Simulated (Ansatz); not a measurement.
`[OH][Ge]([F])([F])[SiH3]` + `O[SiH]` → `[SiH]O[SiH3]` + `[OH][GeH]([F])[F]` at 500 K and 1 bar (cleavage of the Si–Ge bond).

Computed with Ansatz on PBE0-D4/def2-TZVP structures; ΔE is electronic, products minus reactants. CCSD(T)/CBS is the MP2 limit (def2-TZVPP, def2-QZVPP) plus CCSD(T) − MP2 in def2-TZVPP, frozen cores. This one scheme is used for every species. For Ge outer-core shells are correlated without core-valence functions, which leaves a few kJ/mol of doubt a bond. Scalar relativity is left out up to krypton. Each species was taken in one conformer, which may not be the lowest.

```json
{"species": "`[OH][Ge]([F])([F])[SiH3]`", "CCSD(T)/CBS energy (Eh)": "-2642.46724", "H − E (kJ/mol)": "166.5", "S (J/(mol·K))": "451.2"}
{"species": "`O[SiH]`", "CCSD(T)/CBS energy (Eh)": "-365.43832", "H − E (kJ/mol)": "75.8", "S (J/(mol·K))": "267.5"}
{"species": "`[SiH]O[SiH3]`", "CCSD(T)/CBS energy (Eh)": "-655.75389", "H − E (kJ/mol)": "130.2", "S (J/(mol·K))": "352.5"}
{"species": "`[OH][GeH]([F])[F]`", "CCSD(T)/CBS energy (Eh)": "-2352.17909", "H − E (kJ/mol)": "105.1", "S (J/(mol·K))": "360.9"}
```

H − E and S are ideal-gas, rigid-rotor, harmonic terms from PBE0-D4/def2-TZVP, for one conformer and one mirror image of each species. 1 Eh = 2625.50 kJ/mol, R = 8.31446 J/(mol·K).

Question: By hand: ΔE, ΔH, ΔS and ΔG.

Answer: ΔE = (-655.75389) + (-2352.17909) − (-2642.46724) − (-365.43832) = -0.02742 Eh = -72.0 kJ/mol. Δ(H − E) = 130.2 + 105.1 − 166.5 − 75.8 = -7.0, so ΔH = -79.0 kJ/mol. ΔS = 352.5 + 360.9 − 451.2 − 267.5 = -5.3 J/(mol·K). ΔG = -79.0 − 500 × (-5.3)/1000 = -76.3 kJ/mol.

Question: By hand: the equilibrium constant, and the temperature at which ΔG would vanish if ΔH and ΔS stayed fixed.

Answer: log₁₀ K = −ΔG/(RT ln 10) = 8.0. ΔG = 0 at ΔH/ΔS = 14906 K, far beyond where these terms or the molecules hold.

The number of gas molecules stays the same, so ΔS is small and ΔH decides. A doubt of 5 kJ/mol in ΔE shifts log₁₀ K by 0.5 here. Other conformers and mirror images would add mixing entropy, several J/(mol·K) or more a flexible species. These are equilibria of isolated gas molecules and say nothing of rates. Largest T1 diagnostic: 0.016 (customary marks: 0.02 for closed shells, 0.045 for open ones).
